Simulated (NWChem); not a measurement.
# C2H7NSi; SMILES N(=C/[SiH3])/C

Results from NWChem. Geometry: optimised at B3LYP/6-31G* (spherical d).

Q: Estimate the computed values for TPSSh/def2-TZVP. Quantities: highest occupied level (eV); orbital gap (eV); dipole (D).

A: 
```yaml
highest occupied level (eV): -6.25
orbital gap (eV): 4.73
dipole (D): 1.03
```
